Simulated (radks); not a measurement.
Results of a calculation; reference values are marked as such.
Ag33+, configuration [Ne] 3s2 3p2.

Level of theory: scalar-relativistic Kohn-Sham, PBE, spin-unpolarised, spherical densities, finite nucleus; Fermi nuclear charge, rms radius 4.5454 fm (a radial shooting solver on a logarithmic mesh with Libxc functionals).

Energy parts (Ry):
part                        energy
total                  -8905.10678
kinetic                 9311.30256
electron-nucleus      -19322.21336
Hartree                 1285.40827
exchange-correlation    -179.60426

Orbitals (lengths in bohr, moments of r in powers of bohr; r(max) is where P^2 peaks):
orbital  occ.  eigenvalue (Ry)  <1/r>     <r^2>   r(max)
1s          2        -1997.292  49.44  0.001307  0.02016
2s          2        -403.7849  11.39   0.02079   0.1132
2p          6        -376.8682  10.98   0.01628  0.09043
3s          2        -156.5572  4.572    0.1203   0.3075
3p          2        -148.0305  4.420    0.1146   0.2958

The highest occupied level is 3p at -2014.1 eV. The density falls to 0.001 e/bohr^3 at r = 0.88 bohr.
